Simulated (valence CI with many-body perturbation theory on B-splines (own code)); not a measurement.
The numbers below are computed, except where a source is named.
## A CI+MBPT run for In⁴⁴⁺

Method: relativistic CI+MBPT: three valence electrons over a frozen Dirac-Fock core [He], radial functions for each j: 5 s, 5 p, 4 d, 2 f, with the one-electron correlation potential Σ1 (screened to all orders), the two-electron term Σ2, the three-electron term Σ3, Breit, model QED; selected single and double excitations, second order for the rest, scaled by the run's own slope (own B-spline code, finite nucleus).

Command, and the settings that its task file holds:

```sh
python run_cv.py task.json out
```

```
atom In  Z=49  mass_number=115  rms_radius_fm=4.6156
core [He]
valence 2s2 2p1
avg = 1
basis = S
breit = 1
cap = 20000
capref = 1200
cscale = 1
de = 0.0
dress = 0
eps = 2e-08
extrap = 1
h = 0.27
hh = 1
l2 = 3
lcore = 6
maxit = 60
n2 = 5
natural = 1
nlev = 30
nno = [2, 2, 2, 1, 0]
nroot = 26
nsp = [3, 3, 2, 1, 0]
pt2 = 1
qed = 1
rpa = 1
s1 = 1
s2 = 1
s3 = 1
screen = 1
tol = 2e-05
whole = 1
```

It took 6.3 s on 1 thread of Arm Neoverse V1, with other jobs on the host.

Log. The first blocks belong to the next ion, which gives the ionisation energy. Fields: 2J, parity (1 odd), roots, reference size, generating configurations, candidates as configurations/state functions, variational space P, stored matrix elements, Davidson steps; e2 is the range of second-order energies in hartree. The first line gives the box (bohr), its intervals, the orbitals and the steps of their self-consistent field. Window is the range of levels sought, series limit the energy at which the first omitted orbital would enter, core excitation an estimate of the first excitation out of the core, left out the lowest levels not solved, and shifts from estimates the range by which levels moved from their first estimate, all in cm⁻¹.

```
rmax 1.3 intervals 54 orbitals 27 references ['2s2 2p', '2s 2p2', '2p3'] scf 2 t 0.3
2J=0 par=0 roots 2 ref 15 generators 3 cand 56/56 P 71/71 nnz 0 it 0
   second order: generators 5 cand 0/0 e2 -0.00000 -0.00000
2J=0 par=1 roots 2 ref 11 generators 4 cand 42/42 P 53/53 nnz 0 it 0
   second order: generators 7 cand 0/0 e2 -0.00000 -0.00000
2J=2 par=1 roots 2 ref 28 generators 2 cand 106/106 P 132/132 nnz 0 it 0
2J=2 par=1 roots 2 ref 28 generators 2 cand 2/2 P 133/133 nnz 0 it 0
   second order: generators 5 cand 1/1 e2 -0.00000 -0.00000
reference levels 291, estimated 261, window 35620637 1/cm; series limit 45429780, core excitation 197686932
2J=1 par=1 roots 9 ref 32 generators 13 cand 53/76 P 1145/1656 nnz 0 it 2
2J=1 par=1 roots 9 ref 32 generators 13 cand 50/73 P 1147/1658 nnz 0 it 3
   second order: generators 15 cand 50/73 e2 -0.00000 -0.00000
2J=1 par=0 roots 11 ref 34 generators 12 cand 50/58 P 1142/1660 nnz 0 it 3
2J=1 par=0 roots 11 ref 34 generators 14 cand 59/73 P 1152/1670 nnz 0 it 3
   second order: generators 20 cand 62/77 e2 -0.00000 -0.00000
2J=3 par=1 roots 13 ref 47 generators 15 cand 58/103 P 1394/2802 nnz 1.2e+06 it 2
2J=3 par=1 roots 13 ref 47 generators 16 cand 51/89 P 1395/2804 nnz 1.2e+06 it 3
   second order: generators 19 cand 86/155 e2 -0.00000 -0.00000
2J=3 par=0 roots 12 ref 45 generators 13 cand 66/110 P 1356/2756 nnz 1.1e+06 it 3
2J=3 par=0 roots 12 ref 45 generators 13 cand 54/87 P 1362/2766 nnz 1.1e+06 it 3
   second order: generators 16 cand 73/135 e2 -0.00000 -0.00000
2J=5 par=0 roots 8 ref 39 generators 11 cand 159/312 P 1252/2704 nnz 1.1e+06 it 3
2J=5 par=0 roots 8 ref 39 generators 13 cand 87/167 P 1268/2731 nnz 1.1e+06 it 4
   second order: generators 17 cand 114/258 e2 -0.00000 -0.00000
2J=5 par=1 roots 6 ref 36 generators 9 cand 133/288 P 1222/2621 nnz 1.1e+06 it 3
2J=5 par=1 roots 6 ref 36 generators 10 cand 95/203 P 1232/2639 nnz 1.1e+06 it 3
   second order: generators 12 cand 143/330 e2 -0.00000 -0.00000
2J=7 par=1 roots 2 ref 21 generators 4 cand 65/144 P 976/2080 nnz 0 it 3
2J=7 par=1 roots 2 ref 21 generators 5 cand 56/123 P 988/2101 nnz 0 it 3
   second order: generators 5 cand 44/102 e2 -0.00000 -0.00000
2J=7 par=0 roots 2 ref 19 generators 4 cand 79/153 P 937/2050 nnz 0 it 3
2J=7 par=0 roots 2 ref 19 generators 5 cand 62/114 P 950/2074 nnz 0 it 4
   second order: generators 6 cand 85/173 e2 -0.00000 -0.00000
2J=9 par=1 roots 1 ref 7 generators 1 cand 54/109 P 531/1034 nnz 0 it 0
2J=9 par=1 roots 1 ref 7 generators 1 cand 33/67 P 542/1054 nnz 0 it 0
   second order: generators 1 cand 22/47 e2 -0.00000 -0.00000
2J=9 par=0 roots 1 ref 8 generators 2 cand 16/30 P 574/1118 nnz 0 it 0
2J=9 par=0 roots 1 ref 8 generators 2 cand 10/20 P 576/1123 nnz 0 it 0
   second order: generators 4 cand 50/108 e2 -0.00000 -0.00000
left out: unestimated 51676165, estimated 37728133, shifts from estimates -0 to 1
operators 0.1
```

The Davidson iterations converged.

No measured spectrum was set against this ion. As an estimate, large intervals hold to a few tenths of a per cent, small ones and those within an open d or f shell to about a per cent.

- Valence energy: -850.9451 hartree
- Ionisation energy: 7444.3 eV (NIST: 7442 ± 6 eV (semi-empirical))
- Reference configurations for the orbitals: 2s2 2p, 2s 2p2, 2p3
- Radial orbitals: 27
- Box radius: 1.297 bohr
- Largest variational space: 2804
- Lowest levels: (2s^2 2p1/2) J=1/2 0.00, (2s 2p1/2^2) J=1/2 140.86, (2s^2 2p3/2) J=3/2 234.10, (2s 2p1/2 2p3/2) J=3/2 [a] 332.86, (2s 2p1/2 2p3/2) J=5/2 361.42, (2s 2p1/2 2p3/2) J=3/2 [b] 406.46, (2s 2p1/2 2p3/2) J=1/2 408.37, (2p1/2^2 2p3/2) J=3/2 559.74, (2s 2p3/2^2) J=5/2 585.36, (2s 2p3/2^2) J=1/2 651.07, (2s 2p3/2^2) J=3/2 652.19, (2p1/2 2p3/2^2) J=3/2 766.30, (2p1/2 2p3/2^2) J=5/2 784.51, (2p1/2 2p3/2^2) J=1/2 818.87 eV

Levels are named by their leading jj configuration (3d3/2^4 stands for four electrons in 3d with j = 3/2), which in mixed levels can hold well under half, so a name can repeat and another be missing. Letters in brackets count levels of one name in rising energy.
